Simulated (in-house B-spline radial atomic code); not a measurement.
**Ionising Kr⁵⁺ with different functionals**

Computed with a radial B-spline atomic code at the basis-set limit: scalar-relativistic (spin-free X2C) Hamiltonian, Fermi nucleus of rms radius 4.1884 fm, spin-polarised at highest spin, spherical fractional occupations for the functionals, the average over the highest-spin determinants for Hartree-Fock. The ionisation energy is the difference of two self-consistent energies, [Ar] 3d10 4s2 4p1 → [Ar] 3d10 4s2, without Breit or QED terms; ε is the level of the shell that loses the electron (its least bound occupied spin orbital). There is no spin-orbit coupling in this Hamiltonian.

Hybrids are left out here: with spherical fractional occupations of an open shell their exact exchange keeps a self-interaction that integer-occupation calculations don't have.

| method | rung | ΔSCF (eV) | -ε(4p) (eV) |
| --- | --- | --- | --- |
| Hartree-Fock | Hartree-Fock | 76.85 | 77.07 |
| LDA VWN5 | LDA | 78.10 | 71.22 |
| LDA PW92 | LDA | 78.09 | 71.21 |
| LDA exchange-only | LDA | 76.67 | 69.88 |
| PBE | GGA | 77.68 | 70.92 |
| PBEsol | GGA | 77.73 | 70.98 |
| BLYP | GGA | ? | ? |
| RPBE | GGA | 77.52 | 70.84 |
| PW91 | GGA | 77.84 | 71.06 |
| BP86 | GGA | ? | ? |
| AM05 | GGA | 77.71 | 70.97 |
| OLYP | GGA | 77.53 | 70.96 |
| TPSS | meta-GGA | 77.59 | 70.96 |
| SCAN | meta-GGA | 77.70 | 71.17 |
| r2SCAN | meta-GGA | 77.63 | 71.15 |
| revTPSS | meta-GGA | 77.53 | 70.94 |

(1) What does BLYP give?

(2) What does BP86 give?

(3) How do they compare with the NIST value?

Results:

(1) ΔSCF 77.78 eV, and -ε(4p) = 70.90 eV.

(2) ΔSCF 77.88 eV, and -ε(4p) = 71.10 eV.

(3) NIST lists 78.5 eV ± 0.2 (semi-empirical, ground level to ground level). Errors run from -1.82 to -0.39 eV; LDA VWN5 is closest (-0.39 eV), though others lie within the uncertainty of it, and part of that can be cancellation, since the calculations leave out spin-orbit coupling, Breit-QED terms, multiplet and fine-structure energies. Hartree-Fock also lacks correlation.
